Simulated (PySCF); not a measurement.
# Electron correlation in Ca²⁺ (calcium, charge +2)

[Ar], closed-shell 1S. Computed with PySCF 2.14 in cc-pVDZ-X2C, with scalar relativity by spin-free X2C-1e. Frozen: [Ne] 3s2; 6 electrons correlated.

Total MP2 correlation energy: -60.18 mhartree.

Same-spin part -19.22 and opposite-spin part -40.96 mhartree; SCS-MP2 scales them by 1/3 and 6/5 to -55.56 mhartree.

```
  level  correlation energy (mhartree)
   CCSD                         -67.92
    (T)                          -0.11
CCSD(T)                         -68.03
```

Diagnostics: T1 = 0.0018, D1 = 0.0025, largest double amplitude 0.029.

Cost of the coupled-cluster step: 0.04 s of wall time on 1 thread of Intel(R) Xeon(R) 6975P-C (shared host), for 6 correlated electrons.

Iterations:

```
CC2 = 0
CCSD nocc = 3, nmo = 21
frozen orbitals [0, 1, 2, 3, 4, 5]
max_cycle = 100
direct = 0
conv_tol = 1e-08
conv_tol_normt = 1e-06
diis_space = 8
diis_start_cycle = 0
Init t2, MP2 energy = -679.083190364501  E_corr(MP2) -0.0601826190110867
Init E_corr(CCSD) = -0.0601826190110963
cycle = 1  E_corr(CCSD) = -0.066916691474493  dE = -0.00673407246  norm(t1,t2) = 0.0132587
cycle = 2  E_corr(CCSD) = -0.0677591452187316  dE = -0.000842453744  norm(t1,t2) = 0.00246436
cycle = 3  E_corr(CCSD) = -0.0679242651837057  dE = -0.000165119965  norm(t1,t2) = 0.000587807
cycle = 4  E_corr(CCSD) = -0.0679191152976469  dE = 5.14988606e-06  norm(t1,t2) = 4.12386e-05
cycle = 5  E_corr(CCSD) = -0.0679193187474115  dE = -2.03449765e-07  norm(t1,t2) = 2.58358e-06
cycle = 6  E_corr(CCSD) = -0.0679193639871086  dE = -4.52396971e-08  norm(t1,t2) = 3.02232e-07
cycle = 7  E_corr(CCSD) = -0.0679193638563994  dE = 1.30709221e-10  norm(t1,t2) = 1.7954e-08
CCSD converged
E(CCSD) = -679.0909271093467  E_corr = -0.06791936385639941
CCSD(T) correction = -0.000105449897433912
```
